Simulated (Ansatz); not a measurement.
Input for Ansatz (an electronic-structure program): R-CCSD(T)/def2-SVP on H5NSeSi (SMILES N[Se][SiH3]), a point of a torsion scan. The run froze 20 orbitals, filled d shells among them.

Ansatz 0.2 input:
```yaml
crystal:
  periodic: [false, false, false]
  atoms:
    - {symbol: N, position_ang: [1.71257564, -0.13098986, -0.04705506]}
    - {symbol: Se, position_ang: [0.45496312, -0.10342525, 1.36942344]}
    - {symbol: Si, position_ang: [-0.40278098, -2.17906595, 1.03406832]}
    - {symbol: H, position_ang: [2.48648241, 0.46352819, 0.24773757]}
    - {symbol: H, position_ang: [2.10207096, -1.07267058, -0.09473081]}
    - {symbol: H, position_ang: [-1.09767936, -2.26299558, -0.24734200]}
    - {symbol: H, position_ang: [0.72065009, -3.11960527, 1.04720109]}
    - {symbol: H, position_ang: [-1.28856898, -2.37272846, 2.17194639]}
basis:
  gaussian:
    orbitals: def2-SVP
magnetization: {spin_polarized: false}
correlation: {method: ccsd_t, electrons: outside_noble_gas}
scf: {lower_state_search: off}
```

Q: Predict the final total energy.

A: -2746.1395 hartree (reference determinant -2745.6870, T1 diagnostic 0.011).

Q: How many basis functions does it have, and what does it roughly cost on one machine?

A: 89 functions; very roughly 5 core-seconds.
